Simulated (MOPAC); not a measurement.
A run for MOPAC: AM1 on H2OTe (SMILES O[TeH]), a point of a torsion scan.

```
AM1 1SCF PRECISE CHARGE=0 THREADS=1
H2OTe

O     -0.98163469 1     0.16319555 1     0.39466308 1
Te     0.76078750 1     0.87368253 1    -0.25380007 1
H     -1.33516144 1    -0.48391153 1    -0.21525790 1
H      1.61921221 1    -0.29304771 1     0.53116137 1
```

Output:

```
*******************************************************************************
 **                                                                           **
 **                              MOPAC v23.2.5                                **
 **                                                                           **
 *******************************************************************************
 ** MOPAC's Digital Object Identifier: https://doi.org/10.5281/zenodo.6511958 **
 **                                                                           **
 ** Please cite the open-source release paper for use of this MOPAC version:  **
 ** J. E. Moussa and J. J. P. Stewart (2026)                                  **
 ** MOPAC: An open-source semiempirical molecular orbital program             **
 ** J. Open Source Softw., 11(119), 8025, https://doi.org/10.21105/joss.08025 **
 *******************************************************************************

                              AM1 CALCULATION RESULTS

 *******************************************************************************
 *  AM1        - The AM1 Hamiltonian to be used
 *
 *
 *
 *                 CHARGE ON SYSTEM = 0
 *
 *
 *
 *  PRECISE    - TIGHTER CRITERIA TO BE USED
 *  1SCF       - DO 1 SCF AND THEN STOP
 *  THREADS=1  - MULTI-THREADING NOT USED
 *  T=         - A TIME OF 172800.0 SECONDS REQUESTED
 *  DUMP=N     - RESTART FILE WRITTEN EVERY 7200.0 SECONDS REQUESTED
 *******************************************************************************
AM1 1SCF PRECISE CHARGE=0 THREADS=1
 H2OTe

   ATOM   CHEMICAL          X               Y               Z
  NUMBER   SYMBOL      (ANGSTROMS)     (ANGSTROMS)     (ANGSTROMS)

     1       O         -0.98163469  *   0.16319555  *   0.39466308  *
     2      Te          0.76078750  *   0.87368253  *  -0.25380007  *
     3       H         -1.33516144  *  -0.48391153  *  -0.21525790  *
     4       H          1.61921221  *  -0.29304771  *   0.53116137  *



          CARTESIAN COORDINATES

    NO.       ATOM           X           Y           Z

     1         O         -0.9816      0.1632      0.3947
     2        Te          0.7608      0.8737     -0.2538
     3         H         -1.3352     -0.4839     -0.2153
     4         H          1.6192     -0.2930      0.5312

  H: (AM1): M.J.S. DEWAR ET AL, J. AM. CHEM. SOC. 107 3902-3909 (1985)
  O: (AM1): M.J.S. DEWAR ET AL, J. AM. CHEM. SOC. 107 3902-3909 (1985)
 Te: (AM1): J. J. P. STEWART, J. MOL. MOD., 10, 155-164 (2004)

           Empirical Formula: H2 O Te  =     4 atoms



      MOLECULAR POINT GROUP   :   C1


      RHF CALCULATION, NO. OF DOUBLY OCCUPIED LEVELS = 7


 -------------------------------------------------------------------------------
 AM1 1SCF PRECISE CHARGE=0 THREADS=1
 H2OTe



     1SCF WAS SPECIFIED, SO BFGS WAS NOT USED
     SCF FIELD WAS ACHIEVED


                              AM1 CALCULATION
                                                       MOPAC v23.2.5 Linux




          FINAL HEAT OF FORMATION =        -32.00040 KCAL/MOL =    -133.88967 KJ/MOL


          COSMO AREA              =         86.18 SQUARE ANGSTROMS
          COSMO VOLUME            =         71.56 CUBIC ANGSTROMS

          IONIZATION POTENTIAL    =          7.129445 EV
          HOMO LUMO ENERGIES (EV) =         -7.129 -0.274
          NO. OF FILLED LEVELS    =          7
          MOLECULAR WEIGHT        =        145.6152         POINT GROUP:  C1

          MOLECULAR DIMENSIONS (Angstroms)

            Atom       Atom       Distance
            H     4    H     3     3.05318
           Te     2    H     3     1.34631
           Te     2    O     1     0.71220


          SCF CALCULATIONS        =          1





   ATOM   CHEMICAL          X               Y               Z
  NUMBER   SYMBOL      (ANGSTROMS)     (ANGSTROMS)     (ANGSTROMS)

     1       O         -0.98163469  *   0.16319555  *   0.39466308  *
     2      Te          0.76078750  *   0.87368253  *  -0.25380007  *
     3       H         -1.33516144  *  -0.48391153  *  -0.21525790  *
     4       H          1.61921221  *  -0.29304771  *   0.53116137  *

                             CARTESIAN COORDINATES

   1    O       -0.981634690     0.163195550     0.394663080
   2   Te        0.760787500     0.873682530    -0.253800070
   3    H       -1.335161440    -0.483911530    -0.215257900
   4    H        1.619212210    -0.293047710     0.531161370


           Empirical Formula: H2 O Te  =     4 atoms



      MOLECULAR POINT GROUP   :   C1


                  EIGENVALUES
 -35.86030 -23.47802 -16.76794 -13.36362 -12.50934 -10.37892  -7.12945  -0.27368
   0.47999   5.69668


              NET ATOMIC CHARGES AND DIPOLE CONTRIBUTIONS

  ATOM NO.   TYPE          CHARGE      No. of ELECS.   s-Pop       p-Pop
    1          O          -0.486183        6.4862     1.88630     4.59988
    2         Te           0.385687        5.6143     1.93178     3.68253
    3          H           0.196621        0.8034     0.80338
    4          H          -0.096125        1.0961     1.09612
 DIPOLE           X         Y         Z       TOTAL
 POINT-CHG.     1.693     0.916    -1.840     2.663
 HYBRID        -0.377    -1.861     0.619     1.997
 SUM            1.316    -0.945    -1.222     2.029


          ATOMIC ORBITAL ELECTRON POPULATIONS

     Atom    s        px        py        pz
    1  O   1.88630   1.45483   1.62704   1.51801
    2 Te   1.93178   0.71355   1.32701   1.64197
    3  H   0.80338
    4  H   1.09612

 **********************
 *                    *
 * JOB ENDED NORMALLY *
 *                    *
 **********************




 == MOPAC DONE ==
```

The run finished.

Cost: roughly 0.020 core-seconds.
